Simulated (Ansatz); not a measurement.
C₆H₈Ge, SMILES `[GeH3][c]1ccccc1`. Total charge 0; spin multiplicity 1.

```tsv
atom	x (Å)	y (Å)	z (Å)
Ge1	2.158	1.274	-0.231
C2	0.495	0.280	-0.057
C3	0.219	-0.448	1.098
C4	-0.976	-1.140	1.232
C5	-1.911	-1.115	0.209
C6	-1.647	-0.398	-0.949
C7	-0.452	0.293	-1.079
H8	2.565	1.345	-1.712
H9	3.262	0.576	0.581
H10	1.995	2.710	0.300
H11	0.943	-0.482	1.906
H12	-1.176	-1.703	2.138
H13	-2.844	-1.658	0.311
H14	-2.374	-0.379	-1.753
H15	-0.258	0.845	-1.993
```

(1) What are the harmonic wavenumbers in cm⁻¹ at PBE0-D4/def2-TZVP (Ansatz, finite differences of forces, unscaled)? (Best estimate.)

Answers

(1) The calculation gave: 10i, 142, 180, 298, 401, 426, 575, 593, 631, 687, 716, 761, 833, 871, 877, 889, 935, 974, 991, 1022, 1058, 1106, 1128, 1182, 1213, 1332, 1364, 1473, 1525, 1640, 1655, 2143, 2151, 2157, 3175, 3177, 3191, 3201, 3212.
